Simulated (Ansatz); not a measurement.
Born–Oppenheimer molecular dynamics of C$_{2}$H$_{5}$BrGe (9 atoms, charge 0, multiplicity 1). It starts at the highest image of a converged band. Of that band: Neighbouring images differ by up to 1.8 eV, so the band resolves the path poorly. A vibrational analysis at the climbing image gives one clearly imaginary mode, 376i cm⁻¹: a first-order saddle point.

Level of theory: RKS PBE-D4/def2-SVP (Ansatz 0.2.0).

```
ensemble                      : NVE (velocity Verlet)
time step                     : 0.5 fs
steps asked                   : 200
starting velocities drawn for : 100 K
seed                          : 8366
```

First frame:

```xyz
9
Properties=species:S:1:pos:R:3
Ge -1.010 0.654 -0.050
C 1.129 -1.546 0.377
C 0.794 -0.216 0.127
Br 2.062 1.232 0.756
H -1.963 -0.406 -0.669
H -1.457 1.032 1.379
H -0.901 1.901 -0.957
H 0.296 -2.172 -0.043
H 1.137 -0.525 -0.938
```

Q: How far do the bonds stretch over the last three quarters of this one trajectory? (Pairs bonded in most of those frames.)

A: 
```json
{"bond": "Ge1–C3", "mean (Å)": "2.296", "spread (Å)": "0.202", "shortest": "2.04", "longest": "2.88"}
{"bond": "Ge1–H5", "mean (Å)": "1.560", "spread (Å)": "0.012", "shortest": "1.55", "longest": "1.59"}
{"bond": "Ge1–H6", "mean (Å)": "1.544", "spread (Å)": "0.023", "shortest": "1.50", "longest": "1.58"}
{"bond": "Ge1–H7", "mean (Å)": "1.550", "spread (Å)": "0.012", "shortest": "1.53", "longest": "1.57"}
{"bond": "C2–C3", "mean (Å)": "1.374", "spread (Å)": "0.024", "shortest": "1.33", "longest": "1.42"}
{"bond": "C2–H8", "mean (Å)": "1.116", "spread (Å)": "0.012", "shortest": "1.09", "longest": "1.14"}
{"bond": "C3–Br4", "mean (Å)": "2.022", "spread (Å)": "0.039", "shortest": "1.92", "longest": "2.07"}
{"bond": "C3–H9", "mean (Å)": "1.114", "spread (Å)": "0.004", "shortest": "1.11", "longest": "1.12"}
```

Mean temperature of the second half: 1427 K. The conserved energy stayed within 0.077 meV per atom of its start (net change -0.055 meV per atom), so the integration is sound. The kinetic energy rose, since the run started high on the potential surface and went downhill. A run of 0.1 ps of so small a system gives no equilibrium averages. The orbitals stay closed-shell, which can raise the energy where a bond breaks towards radicals; this wasn't checked here.

The run took 2.7 min on 2 threads of AMD EPYC 9R45 (Zen 5) (shared host), peak memory 0.18 GiB.
